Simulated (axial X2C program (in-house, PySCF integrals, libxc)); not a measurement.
## BeS⁻: properties at the nuclei

Calculated with an in-house all-electron X2C program for linear molecules (integrals from PySCF): two-component X2C with atomic mean-field Coulomb and Gaunt terms, Gaussian nuclei, basis S dyall-av3z, Be dyall-av3z with contracted cores.

R = 1.811 Å (near the PBE0 minimum at charge -1 of the determinant lowest at the starting distance; the state shown can have its own minimum elsewhere).

Input and command:
```json
{"zs": [16, 4], "q": -1, "bas": ["dyall-av3z", "dyall-av3z"], "r0": 1.84, "levels": ["PBE0", "HF", "BHandHLYP", "B3LYP", "LDA"], "nst": 3}
```
```bash
python soeom.py task.json out
```

Keys: zs atomic numbers; q charge; bas basis sets; r0 starting distance in Å; levels methods; nst determinants followed.

Determinant lowest in the PBE0 search, Ω = 1/2 (⟨Sz⟩ = 0.50, ⟨Lz⟩ = 0.00 at PBE0), spin on the atoms S 0.02, Be 0.48:

| level | Eeff magnitude (GV/cm) | Ws magnitude S (kHz) | A∥/gI S (MHz) | qzz S (a.u.) | A∥/gI Be (MHz) | qzz Be (a.u.) |
| --- | --- | --- | --- | --- | --- | --- |
| PBE0 | 0.0449 | 0.034 | 84.7 | -0.18 | 172 | -0.11 |
| HF | 0.0404 | 0.0302 | 68.5 | -0.32 | 188 | -0.13 |
| BHandHLYP | 0.05 | 0.0377 | 84.5 | -0.20 | 198 | -0.12 |
| B3LYP | 0.0455 | 0.0343 | 81.8 | -0.19 | 192 | -0.12 |
| LDA | 0.0383 | 0.0289 | 85.7 | -0.21 | 170 | -0.10 |

Determinant 2.52 eV from it at PBE0 and this distance, Ω = 3/2 (⟨Sz⟩ = 0.50, ⟨Lz⟩ = 1.00 at PBE0), spin on the atoms S 0.50, Be 0.00:

```
    level  Eeff magnitude (GV/cm)  Ws magnitude S (kHz)  A∥/gI S (MHz)  qzz S (a.u.)  A∥/gI Be (MHz)  qzz Be (a.u.)
     PBE0                 0.00799               0.00209            221         -1.82            2.03          -0.16
       HF                  0.0131               0.00337            226         -1.85           0.843          -0.16
BHandHLYP                 0.00739               0.00191            228         -1.86            2.24          -0.17
    B3LYP                 0.00561               0.00147            228         -1.86            2.71          -0.17
      LDA                 0.00381               0.00101            229         -1.86            3.45          -0.16
```

Eeff is the effective electric field on the electron electric dipole moment in this Ω state and Ws the scalar–pseudoscalar constant of the nucleus named (defined with the proton number Z and per Ω); A∥ (defined per Ω) follows by multiplying with gI = μI/(I μN); qzz is the electric field gradient, eQq0 = 234.96 MHz × Q/barn × qzz. The operators were transformed with the bare-nucleus X2C matrices; with these basis sets, hyperfine constants and field gradients can be off by tens of per cent, and where levels differ in sign neither size nor sign is settled.

With gI(33S) = 0.4292, Q(33S) = -0.0694 barn, gI(9Be) = -0.7850, Q(9Be) = 0.05288 barn (g factors from the IAEA table of nuclear moments by Stone; Q from Pyykkö, Mol. Phys. 2018), turn the PBE0 values of the first state into constants in MHz.

A∥(33S) = 84.7 × 0.4292 = 36.4 MHz; eQq0(33S) = 234.96 × (-0.0694) × (-0.18) = 2.94 MHz; A∥(9Be) = 172 × -0.7850 = -135 MHz; eQq0(9Be) = 234.96 × (0.05288) × (-0.11) = -1.37 MHz.

Each state is one determinant with collinear spin. Unrestricted Hartree–Fock can overshoot spin polarisation at the nuclei. For an anion, determinants above electron detachment, or with a positive highest level, are held by the basis set. Where Eeff spreads by more than a factor of two the levels disagree and none is to be relied on. The search compared states at one distance, so a state with another bond length can lie lower. PBE0 term energies can be off by some tenths of an eV.
